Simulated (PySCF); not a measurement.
**Cl3HOTi: core ionisation energies**

Compound: Ti(OH)Cl3 (singlet state).
Geometry (PBE0-D3(BJ)/def2-SVP, Å), atoms numbered from 1 in this order:
```
atom  x, y, z in Å
Ti1    0.0010   -0.0673   -0.3790
O2     0.0689    0.1833    1.3159
H3     0.0893    0.2895    2.2709
Cl4    2.0186   -0.2044   -1.1766
Cl5   -1.0142    1.6001   -1.3299
Cl6   -1.1005   -1.8973   -0.7706
```

Method used: PySCF 2.14.0, delta-SCF UKS SCAN, pcX-2 on the ionised atom (unc-x2c-TZVPall on a metal), pcseg-1 elsewhere, spin-free X2C. These are vertical core ionisation energies against the vacuum level, from separate self-consistent calculations with and without the core hole.

**Question.** List the computed XPS lines with their assignment.

**Answer.** 
```csv
atom(s),environment,level,binding energy (eV),2p1/2 (eV),count
Cl4/Cl5/Cl6,chlorine bonded to Ti,Cl 1s,2828.35,–,3
O2,oxygen bonded to Ti and H,O 1s,539.06,–,1
Ti1,titanium bonded to 3 Cl and O,Ti 2p3/2,464.47,470.19,1
Cl4/Cl5/Cl6,chlorine bonded to Ti,Cl 2p3/2,205.75,207.40,3
```

**Question.** Which effective nuclear charge Zeff reproduces each element's mean 1s value in the hydrogen-like formula E = 13.606 eV × Zeff²?

**Answer.** O (Z = 8): mean 539.1 eV, Zeff = 6.29, Z − Zeff = 1.71; Cl (Z = 17): mean 2828.3 eV, Zeff = 14.42, Z − Zeff = 2.58. Means run over the listed sites, weighted by atom count.

**Question.** Give the binding energy of Cl 1s of Cl4/Cl5/Cl6 in hartree and in kJ/mol.

**Answer.** 2828.35 eV = 103.9399 Eh = 272894 kJ/mol.

Topologically equivalent atoms share the value of their first member; where this conformer doesn't relate them by symmetry, their own values could differ. The 2p values add to the ΔSCF energy of one spin-free hole a correction within the shell (spin–orbit coupling, ligand field). 2p1/2 minus 2p3/2 (ligand field included): Ti 5.72 eV, Cl 1.65 eV. Satellites of the metal's 2p lines aren't described. Isolated species at its PBE0-D3(BJ)/def2-SVP geometry, gas phase. Metal 2p energies of this one-determinant scheme are less reliable than its 1s energies.
